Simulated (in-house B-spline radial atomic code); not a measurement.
# How G0W0 and RPA depend on the start: Cr¹⁴⁺

Configuration [He] 2s2 2p6. Computed with a B-spline radial code for spherical atoms: all electrons, scalar-relativistic (spin-free one-electron X2C), finite nucleus, each spin shell either full or empty, empty states to l = 9 with an (l + 1/2)⁻⁴ tail; G0W0 by contour deformation at full frequency.

```
       start  mean-field 2p (eV)  G0W0 (eV)  QP weight  RPA correlation (Eh)
Hartree-Fock            -1015.95   -1014.47      0.994              -0.60795
         PBE             -971.98   -1014.23      0.992              -0.63884
       HSE06             -982.79          ?          ?                     ?
      PBEsol             -971.34          ?          ?                     ?
```

Problem. What G0W0 level, weight and RPA correlation energy follow from the HSE06 start?

Solution. G0W0 level -1014.32 eV, weight 0.993, RPA correlation -0.63096 hartree.

Problem. What G0W0 level, weight and RPA correlation energy follow from the PBEsol start?

Solution. G0W0 level -1014.35 eV, weight 0.992, RPA correlation -0.63885 hartree.

Problem. How much of the dependence on the start does G0W0 remove?

Solution. The mean-field levels span 44.6 eV and the G0W0 levels 0.238 eV. Against 1011.6 ± 0.5 eV (NIST, semi-empirical) the G0W0 removal energies are off by +2.63 to +2.87 eV, with spin-orbit coupling, Breit and QED terms left out.
